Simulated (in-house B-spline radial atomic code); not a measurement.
# Functionals against successive ionisation energies: I to I⁶⁺

Ionisation energies as differences of self-consistent total energies from an all-electron radial atomic-structure program (B-spline basis): all electrons, radial basis limit, scalar-relativistic (one-electron X2C), spin-polarised at highest spin, spherical densities; exact exchange is averaged over the determinants of each configuration. No spin-orbit coupling, Breit or QED terms. NIST's values run from ground level to ground level, so in open shells the differences also hold multiplet and fine-structure energies that spherical high-spin averages miss. For p electrons of heavy elements the spin-orbit part alone reaches an electronvolt or more. Columns give computed minus NIST, in eV; a star marks a semi-empirical value. Species are left out where the tabulated value is theory, is uncertain by more than 0.12 eV, or (13 ions, such as In⁴⁺, Te⁴⁺ and Bi⁴⁺) lies off its series for all methods alike, which flatters the means a little.

```tsv
species	shell	NIST (eV)	Hartree-Fock	LDA exchange-only	BLYP	SCAN	TPSSh	OLYP
I	5p	10.45	-0.90	-1.01	+0.02	+0.20	+0.15	-0.12
I⁺	5p	19.13	-1.64	-1.77	-0.40	-0.64	-0.54	-0.85
I²⁺	5p	29.57 ± 0.03	+0.40	-0.21	+0.42	+1.17	+0.85	+0.67
I³⁺	5p	40.36 ± 0.03	-0.85	-1.11	-0.36	+0.08	-0.17	-0.26
I⁴⁺	5p	51.52 ± 0.04	-1.98	-2.05	-1.12	-1.20	-1.34	-1.41
I⁶⁺	5s	87.61 ± 0.06*	-1.65	+0.09	+1.23	+0.33	+0.18	+0.68
```

(1) How do the methods rank, and which species is hardest?

## Answers

(1) Mean absolute (signed) differences: TPSSh 0.54 (-0.15) eV; BLYP 0.59 (-0.03) eV; SCAN 0.60 (-0.01) eV; OLYP 0.66 (-0.22) eV; LDA exchange-only 1.04 (-1.01) eV; Hartree-Fock 1.24 (-1.10) eV. For I⁴⁺, which loses a 5p electron, the nearest method is off by -1.12 eV, the largest such miss.
